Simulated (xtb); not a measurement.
Al(Me)(SH)2 (CH5AlS2), SMILES [CH3][Al]([SH])[SH]. All values are semi-empirical tight-binding results from xtb (GFN2-xTB unless named), good for trends rather than for accurate numbers. Geometry: GFN2-xTB. The structure was generated by enumeration; whether it is a known compound was not checked. The values are those of a single conformer.

For metal compounds this method's bond lengths and energies can be far off.

The orbital gap is 3.99 eV and the zero-point energy comes out as 31.7 kcal/mol. The G − E(el) at 298.15 K (modified RRHO) is 10.5 kcal/mol.
